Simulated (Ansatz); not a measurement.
A barrier at the coupled-cluster level

Start structure (AlSiNH6O, closed shell), relaxed at PBE0-D4/def2-TZVP:

Al1  (-0.567, 0.341, 0.200)
Si2  (1.565, -0.855, 0.116)
N3  (-1.483, 0.655, -1.272)
H4  (-1.193, 0.371, -2.193)
O5  (-1.251, 0.913, 1.646)
H6  (1.534, -2.092, 0.949)
H7  (1.923, -1.263, -1.272)
H8  (2.685, -0.016, 0.635)
H9  (-2.365, 1.141, -1.313)
H10  (-0.848, 0.805, 2.505)
(Å)

The step: AlSiNH₆O ([NH2][Al]([OH])[SiH3]) → AlSiNH₆O ([OH][AlH][NH][SiH3]); bonds formed: Al1–H4, Si2–N3; bonds broken: Al1–Si2, N3–H4. Program: Ansatz 0.2.0. Basis: def2-TZVPP and def2-QZVPP. Cores are frozen in the correlated methods. Extrapolation: Hartree–Fock as exp(−7.88 √X), correlation as X^−2.97. Energies below are by CCSD(T) at an estimated basis limit (MP2 extrapolated from triple and quadruple zeta, plus CCSD(T) − MP2 in triple zeta).

Problem. What are the electronic barrier and the energy of the step, from the start structure to the end structure? (Judge from chemistry; the value comes from the calculation.)

Solution. By the calculation: Barrier 3.392 eV; step energy -0.463 eV (downhill); reverse barrier, their difference, 3.855 eV. Barrier and step energy count from the start structure, the reverse barrier from the end structure.

The saddle point: One imaginary mode of 683i cm⁻¹.
```json
{"pair": "Al1–H4", "start (Å)": "2.47", "saddle (Å)": "1.80", "end (Å)": "1.57"}
{"pair": "Si2–N3", "start (Å)": "3.67", "saddle (Å)": "3.29", "end (Å)": "1.73"}
{"pair": "Al1–Si2", "start (Å)": "2.45", "saddle (Å)": "2.76", "end (Å)": "3.15"}
{"pair": "N3–H4", "start (Å)": "1.01", "saddle (Å)": "1.67", "end (Å)": "2.91"}
```

Zero-point energy (harmonic, PBE0-D4): ZPE is 1.736 eV at the start and 1.544 eV at the saddle, so the barrier goes from 3.392 to 3.199 eV.

The T1 diagnostic stays at or below 0.021.

Labels in which every atom is bracketed show which atoms are joined, not bond orders.

For scale, one of the runs: CCSD(T)/def2-TZVPP, 230 basis functions, launched by `ansatz run in.yaml --threads 4 --pin off --events-out ev --progress --plain --max-ram 9574MiB`. The run took 91 s on 4 CPU threads of an Arm Neoverse V2 (shared host), with 3.7 GiB of host memory at its peak.
